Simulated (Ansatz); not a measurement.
`[CH3][GeH2][CH2][AlH2]` + H₂Se → `[AlH2][SeH]` + `[CH3][GeH2][CH3]`  (ligand exchange at the Al–C bond)

Program: Ansatz. Geometries: PBE0-D4/def2-TZVP. ΔE: electronic, gas phase. CCSD(T)/CBS adds triple-zeta CCSD(T) − MP2 to the extrapolated MP2 energy (def2 sets, frozen cores). DFT in def2-TZVPP. For Ge, Se outer-core shells are correlated without core-valence functions, which leaves a few kJ/mol of doubt a bond. Scalar relativity is left out up to krypton. Each species was taken in one conformer, which may not be the lowest.

```json
{"level": "ωB97M-V", "ΔE (eV)": "-1.22"}
{"level": "MP2/def2-QZVPP", "ΔE (eV)": "-1.28"}
```

(1) What does CCSD(T)/CBS give? (Estimate.)

Largest T1 diagnostic among the species: 0.011.

## Answers

(1) Ansatz gave: -1.26 eV. The listed levels differ from it by 0.04, -0.02 eV.

In def2-TZVPP, CCSD(T) changes the Hartree–Fock value by +0.26 eV (the triples alone add +0.03 eV) and MP2 by +0.23 eV. From PBE to PBE0 (25 % exact exchange), in def2-TZVPP and without D4, ΔE moves by −0.04 eV. The D4 term adds +0.06 eV with B3LYP and +0.03 eV with PBE0; it sums over pairs of atoms, weighted by their polarisabilities, and B3LYP, whose exchange is more repulsive, gets the larger term.

B3LYP here is the variant with VWN-RPA as its local correlation; programs differ in this.
